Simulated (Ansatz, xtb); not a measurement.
# Relative energy of two isomers of CH8AlNO3

Structure I: `C[NH2+][Al-]([OH])([OH])[OH]`, a singlet. Structure II: `C[O][Al-]([NH3+])([OH])[OH]`, a singlet. Both are isolated molecules in the gas phase, relaxed with PBE0-D4/def2-SVP; the shapes shown needn't be the lowest conformers.

I (Å):

```xyz
14

C    -2.6636    0.1778    2.0975
Al   -0.7654    1.2374    0.0672
N    -1.2515    0.1839    1.7104
O     0.5357    2.1463    0.7591
O    -0.3886   -0.1347   -0.9213
O    -2.1928    2.1528   -0.2781
H    -2.8336   -0.3300    3.0595
H    -3.2459   -0.3316    1.3185
H    -3.0263    1.2122    2.1487
H    -0.6587    0.5912    2.4363
H    -0.9025   -0.7597    1.5329
H     0.6260    3.0839    0.5857
H     0.2560   -0.0922   -1.6280
H    -2.7717    1.9084   -1.0007
```

II (Å):

```yaml
atoms:
  - { symbol: C, position_ang: [-0.9768, 1.4893, -1.1222] }
  - { symbol: Al, position_ang: [0.1602, -0.4425, 0.6518] }
  - { symbol: N, position_ang: [1.5932, 0.3028, 1.8424] }
  - { symbol: O, position_ang: [-0.3804, 1.0928, 0.0593] }
  - { symbol: O, position_ang: [1.1809, -1.3936, -0.3668] }
  - { symbol: O, position_ang: [-0.8685, -1.3038, 1.7399] }
  - { symbol: H, position_ang: [-0.8047, 2.5666, -1.3098] }
  - { symbol: H, position_ang: [-2.0771, 1.3447, -1.1138] }
  - { symbol: H, position_ang: [-0.5885, 0.9454, -2.0075] }
  - { symbol: H, position_ang: [1.4627, 0.0487, 2.8210] }
  - { symbol: H, position_ang: [2.4959, -0.0513, 1.5246] }
  - { symbol: H, position_ang: [1.5809, 1.3192, 1.7520] }
  - { symbol: H, position_ang: [0.9085, -2.2506, -0.6951] }
  - { symbol: H, position_ang: [-1.7682, -1.0203, 1.9048] }
```

Problem. Which of the two would you expect CCSD(T)/def2-SVP + ΔMP2/def2-TZVPP electronic energies to favour?

Solution. Structure I; the calculation gives E(II) − E(I) = +7.2 kcal/mol.

The same difference at several levels:

```tsv
level	geometry	E(II) − E(I) (kcal/mol)	departure from the last row (kcal/mol)	job, with rough time for the two
PBE0-D4/def2-SVP	PBE0-D4/def2-SVP	+5.3	−1.9	optimisation, 4 min
HF/def2-SVP	PBE0-D4/def2-SVP	+4.0	−3.2	part of the CCSD(T) run
MP2/def2-SVP	PBE0-D4/def2-SVP	+6.5	−0.7	part of the CCSD(T) run
CCSD(T)/def2-SVP	PBE0-D4/def2-SVP	+5.8	−1.4	single point
CCSD(T)/def2-SVP + ΔMP2/def2-TZVPP	PBE0-D4/def2-SVP	+7.2		single point, 78 s
```

As drawn, II has 1 C–O, 1 N–H in place of 1 C–N, 1 O–H.

None of the levels shown reverses the order. The largest departure from CCSD(T)/def2-SVP + ΔMP2/def2-TZVPP is that of HF/def2-SVP, 3.2 kcal/mol. Levels run at GFN2-xTB geometries aren't shown. The last row adds to CCSD(T) the change of the MP2 difference between the two basis sets, here +1.4 kcal/mol.

With thermal terms from frequencies at re-optimised GFN2-xTB minima (ideal gas, soft modes damped towards free rotors, one conformer each, 298.15 K, 1 atm): on the last row, ΔE + ΔZPE = +6.7, ΔH = +7.1, ΔG = +6.0 kcal/mol.

The correlated steps freeze 10 core orbitals. Run with Ansatz 0.2.0, xtb 6.7.1; the last row on 2 threads of Arm Neoverse V1 on a shared host.
